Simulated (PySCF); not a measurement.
Two-dimensional NMR puzzle

Compound of formula C$_{6}$H$_{6}$OSi. Correlations simulated from computed shifts and the bond graph:

HSQC (one-bond C–H):
```
  δH     δC
9.80  181.0
7.32  165.7
2.08   20.0
```

COSY cross peaks (H two or three bonds apart, from the bond graph; peaks can be absent where the dihedral angle is near 90°):
```
  δH    δH
7.32  2.08
5.16  2.08
```

HMBC (two and three bonds, from the bond graph):
```
  δH                         δC
9.80                101.6, 99.8
7.32         132.4, 101.6, 20.0
5.16  165.7, 132.4, 101.6, 20.0
2.08               165.7, 132.4
```

Carbons without hydrogens: δ 132.4, 101.6, 99.8.

- PBE0/pcSseg-1 with gauge-including orbitals
- coordinates at the GFN2-xTB level
- run in PySCF
- fast rotation and ring inversion assumed for equivalent nuclei, non-relativistic Hamiltonian, one computed conformer, no solvent

Shifts are taken against calculated references (same method and geometry level): TMS for ¹H and ¹³C.

Exchangeable hydrogens are left out of these lists.

Problem. Assemble the structure.

Solution. `O=CC#CC1=CC[SiH2]1`.

Structure with atom numbers: `[O:1]=[CH:2][C:3]#[C:4][C:5]1=[CH:6][CH2:7][SiH2:8]1`; H(Xn) means a hydrogen on atom n.

δC 181.0 is C2, an aldehyde carbonyl carbon (δH 9.80). δC 165.7 is C6, an alkene CH (δH 7.32). δC 132.4 is C5, a fully substituted alkene carbon. δC 101.6 is C4, an alkyne carbon. δC 99.8 is C3, an alkyne carbon. δC 20.0 is C7, an allylic sp3 CH2 bonded to Si (δH 2.08). HMBC from δH 9.80 reaches the proton-free carbons C4, C3. HMBC from δH 7.32 reaches the proton-free carbons C5, C4. HMBC from δH 5.16 reaches the proton-free carbons C5, C4. HMBC from δH 2.08 reaches the proton-free carbon C5. COSY links 7.32–2.08, 5.16–2.08.

This is the structure that produced the data.

Shifts are as computed. Against solution values, carbons near 30 ppm lie about +3 ppm off and those near 130 ppm about +5 ppm. Of 1309 compounds with measured shifts, 239 miss one by over three times the rms of a fit or turn the order of signals round; such compounds aren't used in these exercises.
